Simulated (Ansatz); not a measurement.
`O=C=N[Si](Cl)(Cl)N=C=O`, relaxed with RKS PBE0-D4/def2-TZVP in Ansatz from a PBE-D4/def2-SVP geometry. The force threshold is 0.005 eV/Å; the program also tests the step.

The species carries charge 0 and has multiplicity 1.

Start:

```xyz
9

O     1.950   -2.158    2.457
C     1.368   -1.437    1.732
N     0.763   -0.724    0.959
Si    0.010    0.619    0.232
Cl   -1.409    1.392    1.504
Cl    1.415    2.060   -0.184
N    -0.733    0.107   -1.213
C    -1.376    0.096   -2.242
O    -1.989    0.045   -3.245
```

```tsv
step	energy (eV)	largest force (eV/Å)	largest move (Å)
1	-42059.6117	1.679	0.000
2	-42059.7200	0.379	0.049
3	-42059.7245	0.125	0.010
4	-42059.7251	0.042	0.007
5	-42059.7255	0.046	0.010
6	-42059.7282	0.137	0.096
7	-42059.7290	0.221	0.065
8	-42059.7307	0.011	0.042
9	-42059.7312	0.003	0.033
10 (rejected)	-42059.7159	0.752	0.165
11	-42059.7314	0.012	0.021
12 (rejected)	-42059.7303	0.188	0.077
13	-42059.7314	0.009	0.002
14	-42059.7315	0.002	0.016
15	-42059.7316	0.048	0.033
16	-42059.7316	0.014	0.003
17	-42059.7317	0.001	0.005
18	-42059.7317	0.005	0.008
```

End:

```xyz
9

O     1.989   -1.930    2.568
C     1.377   -1.368    1.761
N     0.739   -0.837    0.895
Si    0.000    0.500    0.193
Cl   -1.393    1.266    1.449
Cl    1.382    1.926   -0.212
N    -0.729   -0.017   -1.231
C    -1.374    0.168   -2.225
O    -1.991    0.292   -3.198
```

Run time 2.5 min (4 threads of an Arm Neoverse V2 on a shared host); peak host memory 1.2 GiB.
